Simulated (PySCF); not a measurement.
Radial density of Tc (technetium, neutral)

UHF, [Kr] 4d5 5s1 5p1, high-spin 8P determinant (an excited configuration). All numbers are calculated (PySCF 2.14, a scalar-relativistic core potential, in aug-cc-pVTZ-PP with one added diffuse shell each of s, p, d, f, g type with ECP28MDF (7s7p6d4f3g, 113 functions)). This is the valence pseudo-density: the core potential removes the inner electrons and smooths the orbitals near the nucleus.

```json
{"r (bohr)": "0.0330", "4πr²ρ (e/bohr)": "2.211e-05", "4πr²(ρα − ρβ)": "0.0000"}
{"r (bohr)": "0.0555", "4πr²ρ (e/bohr)": "5.441e-05", "4πr²(ρα − ρβ)": "0.0000"}
{"r (bohr)": "0.0933", "4πr²ρ (e/bohr)": "0.0001885", "4πr²(ρα − ρβ)": "0.0000"}
{"r (bohr)": "0.157", "4πr²ρ (e/bohr)": "0.001605", "4πr²(ρα − ρβ)": "0.0005"}
{"r (bohr)": "0.264", "4πr²ρ (e/bohr)": "0.02571", "4πr²(ρα − ρβ)": "0.0085"}
{"r (bohr)": "0.444", "4πr²ρ (e/bohr)": "0.6881", "4πr²(ρα − ρβ)": "0.1520"}
{"r (bohr)": "0.747", "4πr²ρ (e/bohr)": "7.946", "4πr²(ρα − ρβ)": "1.5056"}
{"r (bohr)": "1.26", "4πr²ρ (e/bohr)": "10.52", "4πr²(ρα − ρβ)": "3.4291"}
{"r (bohr)": "2.11", "4πr²ρ (e/bohr)": "2.722", "4πr²(ρα − ρβ)": "2.0592"}
{"r (bohr)": "3.56", "4πr²ρ (e/bohr)": "0.7624", "4πr²(ρα − ρβ)": "0.7581"}
{"r (bohr)": "5.98", "4πr²ρ (e/bohr)": "0.1452", "4πr²(ρα − ρβ)": "0.1452"}
{"r (bohr)": "10.1", "4πr²ρ (e/bohr)": "0.004667", "4πr²(ρα − ρβ)": "0.0047"}
```

Energies and moments cover only the electrons outside the core potential.
